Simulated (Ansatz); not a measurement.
Two structures of Si2H6ClF, closed shell, reached by relaxing down either side of one saddle point (PBE0-D4/def2-TZVP). Energies are electronic, without zero-point energy. Program: Ansatz 0.2.0. Basis: def2-TZVPP and def2-QZVPP. Cores are frozen in the correlated methods. Extrapolation: Hartree–Fock as exp(−7.88 √X), correlation as X^−2.97. First:

```xyz
10
angstrom
Si -1.1281 -2.0335 -0.7528
F -0.2670 -2.0218 0.5826
H -0.4954 -2.9652 -1.7054
H -2.5168 -2.3910 -0.4070
Cl -1.1148 -0.1628 -1.5591
H 1.0729 0.5444 1.3427
Si 1.1031 1.9117 0.7680
H 1.9480 2.7890 1.6191
H 1.6724 1.8660 -0.6025
H -0.2744 2.4628 0.7145
```

Second:

```xyz
10
angstrom
Si -0.7426 -0.5955 -0.8424
F 0.5636 -1.7969 1.6730
H 0.1486 -1.6976 -1.2697
H -1.8213 -1.0954 0.0395
Cl -1.6325 0.1845 -2.5401
H 0.9228 -0.9556 1.8207
Si 0.4363 1.1911 0.1098
H 1.1503 0.7816 1.3638
H 1.4674 1.6944 -0.8326
H -0.4926 2.2894 0.4778
```

(1) Which bonds change from the first to the second?

(2) Give the saddle point's structure and its height above each. (To be estimated.)

No T1 diagnostic of these runs exceeds 0.013. The start structure is not quite a true minimum (one mode of 27i cm⁻¹).

Answers

(1) SiH₂ClF ([F][SiH2][Cl]) + SiH₄ → Si₂H₅Cl ([SiH3][SiH2][Cl]) + HF; bonds formed: Si1–Si7, F2–H6; bonds broken: Si1–F2, H6–Si7.

(2) Computed: 69.71 kcal/mol above the first and 37.40 kcal/mol above the second (CCSD(T) at an estimated basis limit (MP2 extrapolated from triple and quadruple zeta, plus CCSD(T) − MP2 in triple zeta)).
```
10
angstrom
Si -0.5942 -0.9842 -0.4410
F 0.2547 -1.6723 1.1460
H 0.1777 -1.9428 -1.2449
H -1.9042 -1.3058 0.1434
Cl -1.2205 0.3314 -1.9839
H 0.4334 -0.4967 0.8767
Si 0.5901 1.2024 0.3352
H 1.4395 1.3160 1.5578
H 1.4130 1.4709 -0.8618
H -0.5894 2.0810 0.4725
```

Labels in which every atom is bracketed show which atoms are joined, not bond orders.

For scale, one of the runs: CCSD(T)/def2-TZVPP, 241 basis functions, launched by `ansatz run in.yaml --threads 4 --pin off --events-out ev --progress --plain --max-ram 9574MiB`. The run took 100 s on 4 CPU threads of an Arm Neoverse V2 (shared host), with 4.2 GiB of host memory at its peak.
